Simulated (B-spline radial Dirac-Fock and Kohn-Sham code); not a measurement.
## The free iridium atom: differential elastic cross section for electrons at 500 eV

The computed values come from a radial finite-basis atomic code: relativistic (Dirac) partial waves in the static field of the Dirac-Fock atom with Furness-McCarthy exchange, without polarisation or absorption potentials.

| θ (°) | dσ/dΩ (Å²/sr) | Sherman function |
| --- | --- | --- |
| 0 | 33.3 | 0.000 |
| 1 | 32.7 | 0.000 |
| 2 | 31.1 | 0.000 |
| 3 | 28.7 | 0.000 |
| 5 | 22.4 | 0.000 |
| 7 | 16.1 | 0.000 |
| 10 | 8.90 | -0.001 |
| 15 | 3.07 | -0.006 |
| 20 | 1.07 | -0.016 |
| 25 | 0.429 | -0.024 |
| 30 | 0.273 | -0.001 |
| 40 | 0.282 | 0.056 |
| 50 | 0.171 | 0.085 |
| 60 | 0.0216 | 0.122 |
| 70 | 0.0293 | -0.178 |
| 80 | 0.126 | -0.025 |
| 90 | 0.134 | 0.017 |
| 100 | 0.0489 | 0.044 |
| 110 | 0.0109 | -0.402 |
| 120 | 0.0723 | -0.153 |
| 130 | 0.125 | -0.097 |
| 140 | 0.0799 | -0.093 |
| 150 | 0.00611 | -0.231 |
| 160 | 0.0334 | 0.062 |
| 170 | 0.155 | 0.013 |
| 180 | 0.226 | 0.000 |

Question: What integrated cross sections go with this distribution?

Answer: The total elastic cross section is 3.93 Å², the first transport cross section 1.01 Å² and the second, weighted with (3/2) sin²θ, 1.23 Å². The mean deflection is ⟨1 − cos θ⟩ = 0.256, and 10 % of the collisions scatter beyond 90°.

On this grid of angles the cross section has minima near 30°, 60°, 110°, 150°, from interference among the few low partial waves with large phase shifts.

Phase shifts modulo π (rad) for κ = −1 to −5: -1.241, -0.291, 0.561, 1.223, -0.990.
